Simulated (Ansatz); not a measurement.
Compare A (`N[SiH](O)[SiH3]`) with its isomer B (`O[SiH2]N[SiH3]`).

Gas-phase electronic energies from Ansatz, PBE0-D4/def2-TZVP geometries. CCSD(T)/CBS adds triple-zeta CCSD(T) − MP2 to the extrapolated MP2 energy (def2 sets, frozen cores). DFT in def2-TZVPP. B3LYP here is the variant with VWN-RPA as its local correlation; programs differ in this. One conformer a species, not always the lowest.

(1) Which is lower in electronic energy at CCSD(T)/CBS, and by how much? (Best estimate.)

(2) Give E(B) − E(A) in kJ/mol with MP2/def2-TZVPP, CCSD/def2-TZVPP, PBE0-D4, PBE-D4, CCSD(T)/def2-TZVPP, B3LYP, HF/def2-TZVPP. (Estimate.)

(3) Does the order hold for the free energy at 298.15 K (harmonic terms from PBE0-D4)? (Estimate.)

Largest T1 diagnostic: 0.012.

Answers

(1) Ansatz gave: B, by 63.0 kJ/mol.

(2) Computed: MP2/def2-TZVPP -71.7, CCSD/def2-TZVPP -65.9, PBE0-D4 -48.1, PBE-D4 -41.1, CCSD(T)/def2-TZVPP -64.3, B3LYP -58.6, HF/def2-TZVPP -78.3. None reverses the order clearly.

(3) Computed: Yes: G(B) − G(A) = -63.4 kJ/mol, for one conformer each. Modes under 60 cm⁻¹, often nearly free rotors, make the harmonic entropy too high.

From BLYP to BHLYP (50 % exact exchange), in def2-TZVPP and without D4, E(B) − E(A) moves by −14.1 kJ/mol. Leaving LDA and LC-ωPBE aside and taking each functional with its dispersion term where it has one, the values, not all of them listed here, spread over 26.0 kJ/mol, from BHLYP-D4 to PBE-D4.
